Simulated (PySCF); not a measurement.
Isomers of C5H11BO3, one conformer each; single-point electronic energies without zero-point terms and without any empirical dispersion term.

Level: PBE0/pcSseg-1 in PySCF, non-relativistic, each on one gas-phase PBE0-D3(BJ)/def2-SVP geometry that isn't relaxed in the solvent. The solvent is an IEF-PCM continuum (cavity from Bondi-type radii × 1.2). Specific hydrogen bonds and non-electrostatic terms are outside this model.

```tsv
isomer	relative energy, gas (kcal/mol)	dipole (D)
`CC[C@H]1CCOB(O)O1`	0.0	2.98
`CC(C)[C@H]1COB(O)O1`	3.5	2.36
`CC(C)OB1OCCO1`	13.9	2.26
`C=COB(O)OC(C)C`	20.6	0.71
`CO[C@H]1C[C@H](C1)B(O)O`	51.6	0.95
`CO[C@H]1C[C@H](B(O)O)C1`	51.8	0.77
```

Q: How do the relative energies look in chloroform (ε = 4.711)?

A: 
```json
{"isomer": "`CC[C@H]1CCOB(O)O1`", "relative energy, solvent (kcal/mol)": "0.0", "E(solvent) − E(gas) (kcal/mol)": "-5.1", "dipole in solvent (D)": "3.66"}
{"isomer": "`CC(C)[C@H]1COB(O)O1`", "relative energy, solvent (kcal/mol)": "3.5", "E(solvent) − E(gas) (kcal/mol)": "-5.1", "dipole in solvent (D)": "2.89"}
{"isomer": "`CC(C)OB1OCCO1`", "relative energy, solvent (kcal/mol)": "14.8", "E(solvent) − E(gas) (kcal/mol)": "-4.3", "dipole in solvent (D)": "2.70"}
{"isomer": "`C=COB(O)OC(C)C`", "relative energy, solvent (kcal/mol)": "22.1", "E(solvent) − E(gas) (kcal/mol)": "-3.7", "dipole in solvent (D)": "0.82"}
{"isomer": "`CO[C@H]1C[C@H](C1)B(O)O`", "relative energy, solvent (kcal/mol)": "50.7", "E(solvent) − E(gas) (kcal/mol)": "-6.0", "dipole in solvent (D)": "1.21"}
{"isomer": "`CO[C@H]1C[C@H](B(O)O)C1`", "relative energy, solvent (kcal/mol)": "51.1", "E(solvent) − E(gas) (kcal/mol)": "-5.9", "dipole in solvent (D)": "0.98"}
```

The order is unchanged. Conformers: `[CH3:1][CH2:2][C@H:3]1[CH2:4][CH2:5][O:6][B:7]([OH:8])[O:9]1` with C1–C2–C3–C4 180°, O6–B7–O8–H 0°, C2–C3–C4–C5 175°, C3–C4–C5–O6 -53°, C4–C5–O6–B7 28°, C5–O6–B7–O8 180°; `[CH3:1][CH:2]([CH3:3])[C@H:4]1[CH2:5][O:6][B:7]([OH:8])[O:9]1` with C1–C2–C4–C5 61°, O6–B7–O8–H 2°, C2–C4–C5–O6 139°, C4–C5–O6–B7 -14°, C5–O6–B7–O8 -174°, O6–B7–O9–C4 6°; `[CH3:1][CH:2]([CH3:3])[O:4][B:5]1[O:6][CH2:7][CH2:8][O:9]1` with C1–C2–O4–B5 154°, C2–O4–B5–O6 -2°; `[CH2:1]=[CH:2][O:3][B:4]([OH:5])[O:6][CH:7]([CH3:8])[CH3:9]` with C1–C2–O3–B4 1°, C2–O3–B4–O5 -179°, O3–B4–O5–H 1°, O3–B4–O6–C7 178°, B4–O6–C7–C8 154°; `[CH3:1][O:2][C@H:3]1[CH2:4][C@@H:5]([B:6]([OH:7])[OH:8])[CH2:9]1` with C1–O2–C3–C4 73°, C4–C5–B6–O7 -37°, C5–B6–O7–H 180°, C5–B6–O8–H -1°, O2–C3–C4–C5 138°, C3–C4–C5–B6 -143°, C4–C5–C9–C3 19°, O2–C3–C9–C5 -142°; `[CH3:1][O:2][C@H:3]1[CH2:4][C@H:5]([B:6]([OH:7])[OH:8])[CH2:9]1` with C1–O2–C3–C4 -179°, C4–C5–B6–O7 -115°, C5–B6–O7–H 180°, C5–B6–O8–H -1°, O2–C3–C4–C5 143°, C3–C4–C5–B6 97°, C4–C5–C9–C3 20°, O2–C3–C9–C5 -139°. The gains span 2.3 kcal/mol, the gas-phase energies 51.8 kcal/mol.
